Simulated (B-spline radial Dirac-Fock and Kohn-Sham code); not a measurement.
Auger parameter of technetium: the K level and its strongest K-LL line

These are calculated numbers from a radial atomic solver; the model is relaxed Dirac-Fock hole states (ΔSCF) with Breit and QED corrections and a finite nucleus. The modified Auger parameter α′ is the binding energy plus the kinetic energy of the Auger electron; it does not depend on the energy zero. For free ions it tends to fall with charge, since less charge screens the final holes.

| species | configuration | binding 1s (eV) | Auger line | kinetic (eV) | α′ (eV) |
| --- | --- | --- | --- | --- | --- |
| Tc | [Kr] 4d5 5s2 | 21056.1 | L2L3 J=2 | 15435.9 | 36492.0 |
| Tc | [Kr] 4d7 | 21048.2 | L2L3 J=2 | 15447.4 | 36495.6 |
| Tc⁺ | [Kr] 4d5 5s1 | 21064.4 | L2L3 J=2 | 15426.1 | 36490.5 |
| Tc⁺ | [Kr] 4d6 | 21059.8 | L2L3 J=2 | 15432.4 | 36492.3 |
| Tc⁺ (Watson 1.6 Å) | [Kr] 4d5 5s1 | 21056.2 | L2L3 J=2 | 15434.7 | 36491.0 |
| Tc⁺ (Watson 2.2 Å) | [Kr] 4d5 5s1 | 21058.0 | L2L3 J=2 | 15432.6 | 36490.6 |
| Tc²⁺ | [Kr] 4d5 | 21073.9 | L2L3 J=2 | 15415.4 | 36489.3 |
| Tc²⁺ (Watson 2.4 Å) | [Kr] 4d5 | 21061.9 | L2L3 J=2 | 15427.4 | 36489.3 |
| Tc³⁺ | [Kr] 4d4 | 21089.9 | L2L3 J=2 | 15396.6 | 36486.6 |
| Tc³⁺ (Watson 2.4 Å) | [Kr] 4d4 | 21071.9 | L2L3 J=2 | 15414.6 | 36486.6 |
| Tc⁴⁺ | [Kr] 4d3 | 21107.7 | L2L3 J=2 | 15376.2 | 36483.9 |
| Tc⁴⁺ | [Kr] 4d2 5s1 | 21114.1 | L2L3 J=2 | 15368.0 | 36482.1 |
| Tc⁴⁺ | [Kr] 4d1 5s2 | 21120.9 | L2L3 J=2 | 15359.5 | 36480.5 |
| Tc⁴⁺ (Watson 2.4 Å) | [Kr] 4d3 | 21083.7 | L2L3 J=2 | 15400.2 | 36483.9 |
| Tc⁴⁺ (Watson 3 Å) | [Kr] 4d3 | 21088.5 | L2L3 J=2 | 15395.4 | 36483.9 |
| Tc⁵⁺ | [Kr] 4d2 | 21127.1 | L2L3 J=2 | 15354.3 | 36481.4 |
| Tc⁵⁺ (Watson 2.4 Å) | [Kr] 4d2 | 21097.1 | L2L3 J=2 | 15384.3 | 36481.4 |
| Tc⁵⁺ (Watson 2.7 Å) | [Kr] 4d2 | 21100.4 | L2L3 J=2 | 15381.0 | 36481.4 |
| Tc⁶⁺ | [Kr] 4d1 | 21148.0 | L2L3 J=2 | 15330.9 | 36478.9 |
| Tc⁶⁺ (Watson 1.6 Å) | [Kr] 4d1 | 21094.0 | L2L3 J=2 | 15384.9 | 36478.9 |
| Tc⁶⁺ (Watson 1.8 Å) | [Kr] 4d1 | 21100.0 | L2L3 J=2 | 15378.9 | 36478.9 |
| Tc⁷⁺ | [Ar] 3d10 4s2 4p6 | 21170.4 | L2L3 J=2 | 15306.1 | 36476.5 |
| Tc⁷⁺ (Watson 1.6 Å) | [Ar] 3d10 4s2 4p6 | 21107.4 | L2L3 J=2 | 15369.1 | 36476.5 |
| Tc⁷⁺ (Watson 2 Å) | [Ar] 3d10 4s2 4p6 | 21120.0 | L2L3 J=2 | 15356.5 | 36476.5 |
